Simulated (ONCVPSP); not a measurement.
Varying the ONCV potential for Re

Base potential:

```json
{
 "Element": "rhenium (Re)",
 "Generator": "ONCVPSP 4.0.1",
 "Type": "optimised norm-conserving Vanderbilt (ONCV)",
 "Functional": "PBEsol",
 "Relativity": "non-relativistic",
 "Frozen core": "[Kr] 4d10 4f14",
 "Valence charge": "15",
 "Reference configuration": "5s2 5p6 5d5 6s1 (charge +1)",
 "Partial waves": "5s+6s: rc 1.95 bohr, ncon 5, nbas 8, qcut 5.2 1/bohr, 2 projectors; 5p: rc 2.00 bohr, ncon 4, nbas 8, qcut 5.3 1/bohr, 2 projectors, debl 3.7 Ha; 5d: rc 1.60 bohr, ncon 4, nbas 7, qcut 6.1 1/bohr, 2 projectors, debl 3.2 Ha",
 "Local potential": "polynomial inside 1.15 bohr (lpopt 5, dvloc0 -1 Ha)",
 "Core correction": "none"
}
```

All-electron outer shells of the reference configuration (PBEsol, non-relativistic, ld1.x):

```csv
shell,level (eV),outermost node (bohr),outermost maximum (bohr)
5s,-77.02,0.57,1.02
4f,-59.42,–,0.41
5p,-51.56,0.58,1.10
5d,-14.05,0.62,1.39
6s,-11.04,1.36,2.74
```

Cutoffs, loose and tight: the cutoffs (Ha) at which the residual kinetic energy of the hardest occupied pseudo-wave falls to 1 and 0.1 mHa per electron. They do not see the model core or the augmentation charge, which bear on the density cutoff. Test errors are all-electron minus pseudo excitation energies from the reference, over the configurations 5s2 5p6 5d5 6s2; 5s2 5p6 5d5 6s0; 5s2 5p6 5d4 6s0; 5s2 5p6 5d6 6s1. A dash means not determined; rows that change the core or the reference have their own tests.

A true bound ghost makes a file unfit for plane-wave use even where its test errors are small: the radial tests pick states by their node count and pass the ghost by.

| change | outcome | cutoff, loose | cutoff, tight | bound ghosts | GHOST(+) flags above zero | largest test error (meV) |
| --- | --- | --- | --- | --- | --- | --- |
| base | generated | 15 Ha | 41 Ha | none | s | -1.2 |
| p: rc 1.76 | generated | 15 Ha | 41 Ha | none | s, p | -1.2 |
| p: rc 2.28 | generated, projector energies reset by the program | 15 Ha | 41 Ha | none | s | -1.3 |
| p: rc 2.66 | generated, projector energies reset by the program | 15 Ha | 41 Ha | none | s, p | -3.1 |
| p: rc 2.8 | generated, projector energies reset by the program | 15 Ha | 41 Ha | p | s | -4.7 |

**Question.** What comes out with this change to the base: p: rc 1.4?

**Answer.** outcome: generated; cutoff, loose: 87 Ha; cutoff, tight: 107 Ha; bound ghosts: none; GHOST(+) flags above zero: s; largest test error (meV): -1.8.

Reading the sweep of the p radius (base included, trends over the rows without a ghost): The loose cutoff falls from 87 Ha at 1.4 to 15 Ha at 2.66 bohr. A larger radius leaves more room for a smooth pseudo-wave, so fewer plane waves are needed; a smaller one forces it to follow the all-electron wave where it bends sharply. The median size of the test errors (rows with all tests solved) stays near 0.7 meV. Bound ghosts are found at 2.8 bohr.
